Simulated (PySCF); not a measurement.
PySCF input file for B(Cl)(H)(OSiH3) (BClH4OSi), SMILES [SiH3]OBCl, PBE0/pcSseg-1. Coordinates come from a r2SCAN-D4/def2-SVP optimisation. Other conformers were not sampled.

```python
import numpy as np
from pyscf import gto, scf, dft
from pyscf.prop.nmr import rks as nmr

mol = gto.M(
    atom='''
    B    -1.03770317   -0.73001668   -0.00000000
    Cl    0.45231781   -1.70827453   -0.00000000
    H    -2.09646514   -1.29998200    0.00000000
    O    -0.96273107    0.60713513   -0.00000000
    Si    0.36725801    1.65952525    0.00000000
    H    -0.20649578    3.02900303   -0.00000000
    H     1.18115524    1.43564743    1.22517383
    H     1.18115524    1.43564743   -1.22517383
    ''',
    basis='pcSseg-1',
    charge=0,
    spin=0,
    max_memory=1600,
    verbose=3,
)
mf = dft.RKS(mol, xc='pbe0')
mf.grids.level = 3
mf.conv_tol = 1e-10
mf.max_cycle = 100
mf.kernel()
n = nmr.NMR(mf)
n.verbose = 2
n.max_cycle_cphf = 60
sigma = n.kernel()
print('atom   isotropic/ppm   span/ppm')
for i, s in enumerate(sigma):
    w = np.linalg.eigvalsh((s + s.T) / 2)
    print(f'{mol.atom_symbol(i):2s}{i + 1:3d} {w.mean():14.3f} {w[2] - w[0]:11.3f}')
```

It prints:

```
converged SCF energy = -851.852449336102
atom   isotropic/ppm   span/ppm
B   1         62.254      44.718
Cl  2        733.030     457.756
H   3         25.939       7.458
O   4        162.612     301.868
Si  5        383.762     106.166
H   6         26.390       7.844
H   7         26.193       7.377
H   8         26.193       7.377
```

Self-consistency was reached.
